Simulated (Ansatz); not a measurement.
## ZrO2 (zirconia): the vertical energy of the triplet above the singlet from total energies

ZrO2: 3 atoms, total charge 0, spin state singlet. SMILES: `[O]=[Zr]=[O]`. The shape is that of a PBE0-D4/def2-TZVP optimisation.

```csv
atom,x (Å),y (Å),z (Å)
O,0.6545,1.2525,0.3884
Zr,0.3485,-0.4817,0.3518
O,-1.0030,-0.7708,-0.7401
```

Both states at this one shape; open shells run unrestricted unless said. 1 Eh = 27.2114 eV.

```
                                                    level  program  singlet ZrO2 (Eh)  triplet ZrO2 (Eh)
                         SVWN5/def2-TZVP (core potential)   Ansatz        -196.465176        -196.385967
                        r2SCAN/def2-TZVP (core potential)   Ansatz        -197.570969        -197.498761
                       wB97M-V/def2-TZVP (core potential)   Ansatz        -197.485486        -197.400545
B2PLYP/def2-TZVP (core potential), 2 core orbitals frozen   Ansatz        -197.437362        -197.351569
```

Work out the vertical gap, second state less first, at each level.


1. SVWN5/def2-TZVP (core potential): -196.385967 − (-196.465176) = 0.079209 Eh = 2.16 eV.
2. r2SCAN/def2-TZVP (core potential): -197.498761 − (-197.570969) = 0.072208 Eh = 1.96 eV.
3. wB97M-V/def2-TZVP (core potential): -197.400545 − (-197.485486) = 0.084941 Eh = 2.31 eV.
4. B2PLYP/def2-TZVP (core potential): -197.351569 − (-197.437362) = 0.085793 Eh = 2.33 eV.

No measured value is set beside it here; the levels span 1.96 to 2.33 eV. Spin-orbit coupling, which splits open shells on such heavy atoms by tenths of an eV, is left out.
